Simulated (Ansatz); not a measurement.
Conformers of FGeH₅O₂Si (`O[SiH](F)[O][GeH3]`), each relaxed with PBE0-D4/def2-TZVP in Ansatz. CBS adds the triple-zeta coupled-cluster correction to the MP2 limit.

Outer-core shells of Ge are correlated without core-valence functions. Scalar relativity is left out up to krypton. Spin–orbit coupling is left out.

Not all of them had a frequency check.

Conformer A:

```xyz
10

O    -0.225   -1.127    2.325
Si   -0.763   -0.611    0.884
F    -1.567    0.761    1.048
O     0.463   -0.342   -0.130
Ge    0.749    0.718   -1.536
H     0.561   -0.723    2.695
H    -1.716   -1.616    0.393
H     1.919    0.076   -2.287
H     1.107    2.112   -1.005
H    -0.528    0.751   -2.388
```

Conformer B:

Z-matrix (Å, degrees):
```
Si
F 1 1.596
O 1 1.604 2 111.1
O 1 1.633 2 108.1 3 -118.5
H 1 1.472 2 106.4 3 119.7
Ge 3 1.786 1 134.5 2 -87.6
H 4 0.958 1 118.8 2 -42.4
H 6 1.535 3 108.6 1 40.7
H 6 1.534 3 107.7 1 -80.5
H 6 1.532 3 104.8 1 160.3
```

(1) Which is lowest in electronic energy at CCSD(T)/CBS (frozen core, def2 sets), and by how much? (An estimate is asked.)

(2) Give the energies relative to B (kJ/mol) with ωB97X-V/def2-TZVPP, B2PLYP/def2-TZVPP, r2SCAN/def2-TZVPP, SCS-MP2/def2-TZVPP, CCSD(T)/def2-TZVPP, SCS-MP2/def2-QZVPP, HF/CBS(def2). (Best estimate.)

Answers

(1) Ansatz gave: B; A lies 1.6 kJ/mol higher. Gaps under about 2 kJ/mol don't settle the order.

(2) Ansatz gave: 
```tsv
level	A
ωB97X-V/def2-TZVPP	1.4
B2PLYP/def2-TZVPP	1.0
r2SCAN/def2-TZVPP	1.4
SCS-MP2/def2-TZVPP	1.4
CCSD(T)/def2-TZVPP	1.5
SCS-MP2/def2-QZVPP	1.5
HF/CBS(def2)	1.3
```
